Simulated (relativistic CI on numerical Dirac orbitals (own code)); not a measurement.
## What each ingredient does to the levels of Tm65+

Base calculation: Dirac-Coulomb-Breit CI, orbitals from a KLI potential per configuration, model QED (radiative potential, 1s self-energy scaled to tabulated hydrogen-like ionisation energies), unscaled Slater integrals.

Configurations in the expansion (outside the closed core 1s2): 2s², 2s2p, 2p², 2p3s, 2p3p, 2s3s, 2s3p, 2s3d, 2s4s, 2s4p, 2s4d, 2s4f, 3s², 3s3p, 3p². Levels of other configurations are missing.

Variants: (1) valence Slater integrals scaled by 0.9; (2) configuration mixing switched off; (3) one mean potential for all configurations. Shifts of the energy above 2s² ¹S0, in eV, for the lowest level and the first level of each name with at least 55 % of one term (blank where a level changes its place among those of its configuration and J or its character, or is not in the variant):

```csv
Level,Base,Δ(1),Δ(2),Δ(3)
2s² ¹S0,0.00,0.00,0.00,0.00
2s2p ³P°0,152.80,+0.92,-10.60,+0.11
2s2p ³P°1,184.45,-2.39,-10.56,+0.11
2p² ³P0,434.37,-4.28,-17.99,+0.50
2s2p ³P°2,1231.54,+1.12,-10.68,+0.11
2s2p ¹P°1,1315.52,-7.28,-10.57,+0.10
2p² ³P1,1473.10,+0.02,-10.65,+0.41
2p² ¹D2,1491.09,-2.40,-10.36,+0.40
2p² ³P2,2563.46,-1.23,-10.50,+0.31
2p² ¹S0,2626.89,-7.11,-13.46,+0.31
2s3s ³S1,9353.42,-0.85,-9.50,-0.18
2s3s ¹S0,9384.20,-3.61,-6.95,-0.12
2s3p ³P°0,9426.08,-1.54,-10.57,-0.12
2s3p ³P°1,9426.63,-1.72,-9.56,-0.13
```

At this charge energies of transitions that change n are usually good to better than 1 %, and those within a shell (Δn = 0) to a few per cent.

Ionisation energy from the two ground configurations alone: base 16504.3 eV. The NIST ASD value (theoretical) is 16510 eV.

LS names give the leading component of a level, which can be under half, so a name can repeat, a term be missing and a line seem to break the LS rules.
